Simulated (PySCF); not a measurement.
PBE on Bi⁻ (bismuth, charge -1), [Xe] 4f14 5d10 6s2 6p4, high-spin 3P determinant. Computed with PySCF 2.14 in aug-cc-pVQZ-PP with one added diffuse shell each of s, p, d, f, g type with ECP60MDF (8s8p6d4f3g, 117 functions), with scalar relativity through the core potential.

```
cycle= 1 E= -214.671137438193  delta_E= -0.014  |g|= 0.0163  |ddm|= 0.732
cycle= 2 E= -214.670136890538  delta_E= 0.001  |g|= 0.0305  |ddm|= 0.267
cycle= 3 E= -214.671590125296  delta_E= -0.00145  |g|= 0.00744  |ddm|= 0.277
cycle= 4 E= -214.671630700093  delta_E= -4.06e-05  |g|= 0.00286  |ddm|= 0.0154
cycle= 5 E= -214.671646163896  delta_E= -1.55e-05  |g|= 0.00066  |ddm|= 0.0158
cycle= 6 E= -214.671647209576  delta_E= -1.05e-06  |g|= 4.56e-05  |ddm|= 0.00804
cycle= 7 E= -214.671647221093  delta_E= -1.15e-08  |g|= 2.18e-05  |ddm|= 0.00149
cycle= 8 E= -214.671647222061  delta_E= -9.68e-10  |g|= 1.34e-06  |ddm|= 0.000112
converged SCF energy = -214.671647222061  <S^2> = 2.0274013  2S+1 = 3.0182122
```

Highest occupied orbital energy: 1.238 eV; ⟨L²⟩ = 2.04; populations by l: s 4.00, p 10.00, d 10.00, f 0.00.

Q: Can this result be used?

A: With care. The run converged. Energies and moments cover only the electrons outside the core potential. Spin-orbit coupling is strong in this species (close to jj coupling), so the high-spin LS determinant is a model state, not a physical level. At PBE the highest occupied level has a positive energy, so only the finite basis holds that electron; in a semilocal or global hybrid functional this comes from self-interaction and does not mean that the real anion is unbound.
